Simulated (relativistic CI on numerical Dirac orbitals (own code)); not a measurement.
## Sensitivity of the levels of Pt³⁶⁺ to α and to the nuclear radius

Method of calculation: Dirac-Coulomb-Breit CI, separate exchange-only KLI orbitals for each configuration, derivatives by finite differences, unscaled Slater integrals, QED left out (own radial code, finite nucleus).

CI space (outside the closed core [Ar] 3d10): 4s2 4p6 4d6, 4s2 4p6 4d5 4f, 4s2 4p4 4d8, 4s 4p6 4d7, 4p6 4d8, 4s2 4p6 4d5 5s, 4s2 4p6 4d4 5s2, 4s 4p6 4d6 5s. Levels of other configurations are missing.

With x = (α/α₀)² − 1 an excitation energy changes as ω = ω₀ + qx; K = 2q/ω₀ is the relative enhancement. Terms are leading LS components, so labels can repeat. The field-shift factor is F = δν/δ⟨r²⟩ for the transition from the lowest level.

Lowest level 4s2 4p6 4d6 3F_4.

| Level | ω₀ (cm⁻¹) | q (cm⁻¹) | F (GHz/fm²) |
| --- | --- | --- | --- |
| 4s2 4p6 4d6 3P_2 | 22959 | 1873 | -0.869 |
| 4s2 4p6 4d6 3P_0 | 77466 | 19600 | 0.842 |
| 4s2 4p6 4d6 5D_3 | 159539 | 190600 | 6.26 |
| 4s2 4p6 4d6 5D_4 | 169629 | 179500 | 6.27 |
| 4s2 4p6 4d6 5D_1 | 173898 | 191500 | 6.09 |
| 4s2 4p6 4d6 3G_5 | 200541 | 181300 | 6.5 |
| 4s2 4p6 4d6 3H_6 | 203943 | 181300 | 6.82 |
| 4s2 4p6 4d6 3F_2 | 217018 | 184900 | 5.2 |
| 4s2 4p6 4d6 3D_3 | 223517 | 187100 | 6.26 |
| 4s2 4p6 4d6 3P_0 | 254700 | 177200 | 5.56 |
| 4s2 4p6 4d6 3P_1 | 266405 | 193100 | 6.42 |
| 4s2 4p6 4d6 3D_2 | 266637 | 202100 | 6.92 |
| 4s2 4p6 4d6 1G_4 | 269821 | 193600 | 7.08 |
| 4s2 4p6 4d6 3F_3 | 278056 | 184600 | 6.44 |
| 4s2 4p6 4d6 5D_2 | 341151 | 371800 | 11.7 |
| 4s2 4p6 4d6 5D_0 | 351512 | 368800 | 12.5 |
| 4s2 4p6 4d6 3H_4 | 367924 | 369700 | 12.4 |
| 4s2 4p6 4d6 5D_3 | 377629 | 365400 | 12 |
| 4s2 4p6 4d6 3H_5 | 385184 | 371700 | 12.9 |
| 4s2 4p6 4d6 1I_6 | 401686 | 369000 | 13.3 |
| 4s2 4p6 4d6 3G_3 | 403083 | 375400 | 12.6 |
| 4s2 4p6 4d6 3D_1 | 411001 | 363200 | 11.6 |
| 4s2 4p6 4d6 3F_2 | 423065 | 369200 | 11.2 |

At this charge energies of transitions that change n are usually good to better than 1 %, and those within a shell (Δn = 0) to a few per cent. Terms inside the open d or f shell come out 10 to 20 % too wide with unscaled integrals.

Which transition from the lowest level has the largest |K|?

4s2 4p6 4d6 5D_3 at 159539 cm⁻¹, K = 2.39.
